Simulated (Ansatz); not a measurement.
`O[Si](F)(Cl)Cl` + CH₃OH → `CO[Si](O)(Cl)Cl` + H–F  (ligand exchange at the Si–F bond)

Isolated molecules relaxed with PBE0-D4/def2-TZVP in Ansatz; ΔE leaves out vibrations. CCSD(T)/CBS is the MP2 limit (def2-TZVPP, def2-QZVPP) plus CCSD(T) − MP2 in def2-TZVPP, frozen cores. This one scheme is used for every species. DFT in def2-TZVPP. One conformer a species, not always the lowest.

`O[Si](F)(Cl)Cl`:

Z-matrix (Å, degrees):
```
Si
F 1 1.579
Cl 1 2.026 2 106.6
O 1 1.612 2 111.1 3 121.9
Cl 1 2.011 2 108.3 3 -119.9
H 4 0.959 1 118.9 2 -75.5
```

CH₃OH:

```xyz
6

C     0.194   -0.298   -0.023
O    -0.501    0.751    0.611
H     0.597   -0.936    0.764
H     1.033    0.064   -0.631
H    -0.460   -0.910   -0.656
H    -0.863    1.328   -0.064
```

`CO[Si](O)(Cl)Cl`:

Z-matrix (Å, degrees):
```
C
O 1 1.414
H 1 1.090 2 107.7
H 1 1.094 2 111.0 3 119.4
H 1 1.094 2 110.8 3 -119.2
Si 2 1.613 1 126.2 3 -177.9
Cl 6 2.044 2 108.9 1 56.2
O 6 1.615 2 109.9 1 178.5
Cl 6 2.028 2 111.5 1 -63.2
H 8 0.959 6 117.9 2 -58.8
```

H–F:

Cartesian coordinates in Å:
```
F -0.300 0.347 0.036
H 0.300 -0.347 -0.036
```

Question: Is it downhill or uphill in electronic energy at CCSD(T)/CBS, and by how much? (Best estimate.)

Answer: Ansatz gave: Uphill: ΔE = +25.7 kJ/mol.

Question: What do these levels give: r2SCAN-D4, B2PLYP, r2SCAN, PBE0, HF/def2-TZVPP, CCSD/def2-TZVPP, HF/def2-QZVPP, MP2/def2-QZVPP, SCS-MP2/def2-QZVPP, HF/CBS(def2), MP2/CBS(def2), CCSD/CBS(def2)? (Estimate.)

Answer: Computed: r2SCAN-D4 32.1, B2PLYP 33.1, r2SCAN 34.2, PBE0 33.7, HF/def2-TZVPP 39.4, CCSD/def2-TZVPP 28.9, HF/def2-QZVPP 40.5, MP2/def2-QZVPP 22.8, SCS-MP2/def2-QZVPP 27.4, HF/CBS(def2) 40.6, MP2/CBS(def2) 22.0, CCSD/CBS(def2) 27.9 kJ/mol.

Largest T1 diagnostic among the species: 0.010.

In def2-TZVPP, CCSD(T) changes the Hartree–Fock value by −12.8 kJ/mol (the triples alone add −2.3 kJ/mol) and MP2 by −16.4 kJ/mol. The D4 term adds −11.0 kJ/mol with B3LYP and −6.3 kJ/mol with PBE0; it sums over pairs of atoms, weighted by their polarisabilities, and B3LYP, whose exchange is more repulsive, gets the larger term.

B3LYP here is the variant with VWN-RPA as its local correlation; programs differ in this.
